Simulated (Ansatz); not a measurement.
`C[N]([SiH3])[GeH3]` + `[SH][GeH3]` → `[GeH3][S][GeH3]` + `CN[SiH3]` at 700 K and 1 bar (ligand exchange at a Ge–N bond).

Program: Ansatz. Geometries: PBE0-D4/def2-TZVP. ΔE: electronic, gas phase. CBS: MP2 limit from def2 TZ/QZ plus the TZ coupled-cluster correction, frozen cores. For Ge outer-core shells are correlated without core-valence functions, which leaves a few kJ/mol of doubt a bond. Scalar relativity is left out up to krypton.

```csv
species,CCSD(T)/CBS energy (Eh),H − E (kJ/mol),S (J/(mol·K))
`C[N]([SiH3])[GeH3]`,-2463.36560,332.8,504.2
`[SH][GeH3]`,-2476.30083,133.1,357.0
`[GeH3][S][GeH3]`,-4553.63258,201.9,468.2
`CN[SiH3]`,-386.04948,271.2,396.1
```

H − E and S are ideal-gas, rigid-rotor, harmonic terms from PBE0-D4/def2-TZVP, for one conformer and one mirror image of each species. 1 Eh = 2625.50 kJ/mol, R = 8.31446 J/(mol·K).

Q: By hand: ΔE, ΔH, ΔS and ΔG.

A: ΔE = (-4553.63258) + (-386.04948) − (-2463.36560) − (-2476.30083) = -0.01563 Eh = -41.0 kJ/mol. Δ(H − E) = 201.9 + 271.2 − 332.8 − 133.1 = 7.2, so ΔH = -33.8 kJ/mol. ΔS = 468.2 + 396.1 − 504.2 − 357.0 = 3.1 J/(mol·K). ΔG = -33.8 − 700 × (3.1)/1000 = -36.0 kJ/mol.

Q: By hand: the equilibrium constant, and the temperature at which ΔG would vanish if ΔH and ΔS stayed fixed.

A: log₁₀ K = −ΔG/(RT ln 10) = 2.7. ΔH and −TΔS have one sign here, so there is no such temperature.

The number of gas molecules stays the same, so ΔS is small and ΔH decides. A doubt of 5 kJ/mol in ΔE shifts log₁₀ K by 0.4 here. Other conformers and mirror images would add mixing entropy, several J/(mol·K) or more a flexible species. Modes under 60 cm⁻¹, often nearly free rotors, make the harmonic entropy too high. These are equilibria of isolated gas molecules and say nothing of rates. Largest T1 diagnostic: 0.011 (customary marks: 0.02 for closed shells, 0.045 for open ones).

ΔS is within the doubt of such terms, so its sign, and with it that verdict, could turn.
